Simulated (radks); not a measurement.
Neutral gallium inside a hard spherical wall (all orbitals vanish at R), configuration held at [Ar] 3d10 4s2 4p1 and not refilled when levels cross. Calculated with a radial shooting solver on a logarithmic mesh with Libxc functionals: scalar-relativistic Kohn-Sham, PBEsol, spin-polarised, spherical densities, finite nucleus; open shells are filled with parallel spins first; Fermi nuclear charge, rms radius 3.9973 fm. Eigenvalues in eV for spin up, with the zero of energy where the potential of the charges vanishes at infinity; a dash marks a level that is unbound or too diffuse for the functional's potential to be trusted. A positive occupied level is held by the wall or, in an anion where self-interaction has pushed it up, behind a barrier. The pressure on the wall is -dE/dV.

| R (bohr) | E (hartree) | kinetic (hartree) | e(3p) | e(3d) | e(4s) | e(4p) | e(5s, empty) | e(5p, empty) | pressure (GPa) |
|---|---|---|---|---|---|---|---|---|---|
| free | -1942.45562 | 1975.258 | -98.614 | -19.116 | -9.233 | -2.872 | - | - | 0 |
| 15 | -1942.45561 | 1975.259 | -98.612 | -19.114 | -9.232 | -2.870 | -0.287 | 0.680 | < 0.0001 |
| 12 | -1942.45550 | 1975.260 | -98.595 | -19.097 | -9.219 | -2.857 | 0.029 | 1.421 | 0.00181 |
| 8 | -1942.45115 | 1975.286 | -98.306 | -18.812 | -9.010 | -2.584 | 2.267 | 5.297 | 0.151 |
| 6 | -1942.42396 | 1975.423 | -97.391 | -17.914 | -8.334 | -1.550 | 7.606 | 12.684 | 2.16 |
| 5 | -1942.36069 | 1975.703 | -96.071 | -16.628 | -7.219 | 0.154 | 14.867 | 21.673 | 10.2 |
| 4 | -1942.13668 | 1976.571 | -93.141 | -13.797 | -4.142 | 4.582 | 31.649 | 41.100 | 59.9 |
| 2.5 | -1939.54464 | 1985.128 | -77.319 | 1.756 | 21.642 | 36.864 | 134.14 | 150.68 | 1910 |
| 1.5 | -1917.49253 | 2051.576 | -16.431 | 68.342 | 184.79 | 211.87 | 572.00 | 585.20 | 70100 |
